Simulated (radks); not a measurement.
Effect of the nuclear size on the silicon ion Si3+, [Ne] 3s1. Method: Dirac Kohn-Sham, exchange-only LDA, spin-unpolarised, spherical densities, finite nucleus; Fermi nuclear charge, rms radius 3.1224 fm; computed with a radial shooting solver on a logarithmic mesh with Libxc functionals. The rms radius is varied about that value; shifts are against it.

rms radius (fm)  total energy shift (eV)  density at nucleus (e/bohr^3)  1s1/2 shift (meV)
2.5635                          -0.00171                           1894             -0.715
2.9413                         -0.000590                           1891             -0.247
3.1224                                 0                           1889              0.000
3.3472                          0.000780                           1887              0.327
3.6282                           0.00183                           1885              0.766

Slopes of the eigenvalues against <r^2> in GHz/fm^2, as finite differences over the two radii next to the reference (eigenvalue slopes, not the field-shift constants of lines): 1s1/2 54.3.
